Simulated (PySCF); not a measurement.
C$_{2}$H$_{9}$InN, charge +1, singlet, geometry from GFN2-xTB (such geometries of metal compounds can be far from the true shape) (all electrons, no relativity). Base run: HF/STO-3G (PySCF).

Geometry (Å):
```xyz
13

In     0.0103     0.2581     0.0699
C      1.7380     0.8469    -1.2604
H      2.6174     0.3102    -0.9091
H      1.8824     1.9229    -1.1858
H      1.4769     0.5559    -2.2763
C     -1.6972     0.2300     1.5482
H     -2.5664    -0.1717     1.0303
H     -1.8789     1.2479     1.8877
H     -1.4004    -0.4103     2.3770
N     -0.0833    -2.1443    -0.5770
H     -0.7463    -2.3144    -1.3321
H     -0.3688    -2.7436     0.1965
H      0.8177    -2.4940    -0.9008
```
Charge +1, spin multiplicity 1.
All else is at PySCF's defaults.

Variants of this job, named by their change:

| change | basis functions | E (Eh) | HOMO (eV) | HOMO-LUMO gap (eV) |
|---|---|---|---|---|
| base | 51 | -5816.57660 | -13.04 | 13.50 |
| basis = jorge-DZP-DKH; relativity = spin-free X2C; nucleus = Gaussian (with mol.nucmod = 'G') | 138 | -6008.37320 | -14.55 | 11.97 |
| basis = x2c-TZVPall; relativity = none | 207 | -5769.06296 | -14.39 | 11.17 |
| basis = x2c-TZVPall; relativity = spin-free X2C | 207 | -6013.70571 | -14.32 | 11.20 |
| basis = ANO-RCC-VDZP; relativity = spin-free X2C | 130 | -6013.53298 | -14.39 | 11.24 |
| basis = jorge-DZP-DKH; relativity = spin-free X2C | 138 | -6008.49813 | -14.55 | 11.97 |
| basis = ANO-RCC-VDZP; relativity = spin-free X2C; nucleus = Gaussian (with mol.nucmod = 'G') | 130 | -6013.38675 | -14.39 | 11.24 |
| basis = ANO-RCC-VDZP; relativity = none | 130 | -5723.29979 | -14.66 | 11.15 |
| basis = jorge-DZP-DKH; relativity = none | 138 | -5814.67495 | -14.64 | 11.92 |
| basis = x2c-TZVPall; relativity = spin-free X2C; nucleus = Gaussian (with mol.nucmod = 'G') | 207 | -6013.58164 | -14.32 | 11.20 |

Total energies compare only within one method and basis.

Basis sets contracted for a relativistic Hamiltonian are a mismatch without it, so the rows without relativity aren't non-relativistic limits. No row has spin-orbit coupling; sets with core potentials leave out the core electrons.
